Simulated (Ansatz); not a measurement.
Species, as SMILES: [GaH] (GaH) (closed-shell singlet).
Geometry (B3LYP-D3(BJ)/def2-TZVP, fixed):
```xyz
2

Ga     0.0000     0.0000    -0.0528
H      0.0000     0.0000     1.6363
```

How fast the dipole moment converges with the basis for several methods (Ansatz, a quantum-chemistry and plane-wave program): deviation from each method's own reference, in D. References: CCSD(T) 0.342 D, the value in aug-pcseg-3; HF 0.201 D, the value in aug-cc-pV5Z; MP2 0.304 D, the value in aug-cc-pV5Z; PBE 0.502 D, the value in aug-cc-pV5Z; PBE0 0.423 D, the value in aug-cc-pV5Z. Cartesian d functions, on some or all atoms, in 6-31G, 6-31G*; all else is spherical. In correlated methods cores are frozen (with 3d on Ga to Br). No added dispersion term, no relativity. The reference of a correlated method is not its basis-set limit, which lies further on.

| basis | functions | CCSD(T) | HF | MP2 | PBE | PBE0 |
|---|---|---|---|---|---|---|
| 6-31G | 31 | -0.265 | -0.356 | -0.360 | -0.507 | -0.447 |
| cc-pVDZ | 32 | -0.096 | -0.080 | -0.104 | -0.199 | -0.152 |
| 6-31G* | 37 | -0.470 | -0.377 | -0.478 | -0.445 | -0.407 |
| 6-311G** | 50 | -0.036 | -0.013 | -0.035 | -0.055 | -0.044 |
| def2-TZVPPD | 71 | -0.003 | -0.004 | 0.016 | -0.011 | -0.007 |
| aug-cc-pVTZ | 82 | 0.003 | 0.005 | 0.022 | -0.013 | -0.007 |
| def2-QZVPP | 119 | -0.030 | -0.008 | -0.014 | -0.036 | -0.027 |
| aug-cc-pVQZ | 139 | -0.011 | -0.001 | 0.005 | 0.001 | 0.000 |

Mean absolute deviation over 6-311G**, def2-TZVPPD, aug-cc-pVTZ: HF 0.007, CCSD(T) 0.014, PBE0 0.019, MP2 0.024, PBE 0.026 D.
